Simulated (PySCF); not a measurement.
C₃H₆GeO, SMILES C#CC[O][GeH3].

The structure is a stationary point at TPSSh-D3(BJ)/def2-SVP. This is a generated structure with no PubChem entry under its InChIKey; it may be hypothetical. One conformer was computed; it need not be the lowest.

Level of theory: TDA-PBE/def2-SVPD run with PySCF.

Vertical excitations. Gas-phase values at a fixed geometry. State labels are in the subgroup Cs.

```tsv
state	symmetry	energy (eV)	λ (nm)	f	main pairs
S1	A"	5.17	240	0.000	HOMO→LUMO 99 %
S2	A"	5.78	214	0.000	HOMO−2→LUMO 90 %
S3	A"	5.88	211	0.007	HOMO→LUMO+1 90 %
S4	A'	5.93	209	0.091	HOMO−1→LUMO 86 %
S5	A'	6.44	192	0.001	HOMO−1→LUMO+1 97 %
S6	A"	6.44	192	0.000	HOMO→LUMO+3 98 %
S7	A"	6.51	190	0.018	HOMO−2→LUMO+1 98 %
S8	A'	6.56	189	0.017	HOMO−3→LUMO 93 %
S9	A'	6.58	188	0.052	HOMO→LUMO+2 69 %, HOMO−2→LUMO+2 16 %
S10	A"	6.73	184	0.001	HOMO→LUMO+4 99 %
T1	A"	4.91	253	0	HOMO→LUMO 98 %
T2	A'	5.07	245	0	HOMO−1→LUMO 69 %, HOMO−1→LUMO+3 15 %
T3	A"	5.49	226	0	HOMO−2→LUMO 89 %
T4	A'	5.60	221	0	HOMO→LUMO+2 59 %, HOMO−2→LUMO+2 23 %, HOMO−1→LUMO 16 %
```
Triplets are in the Tamm–Dancoff approximation.
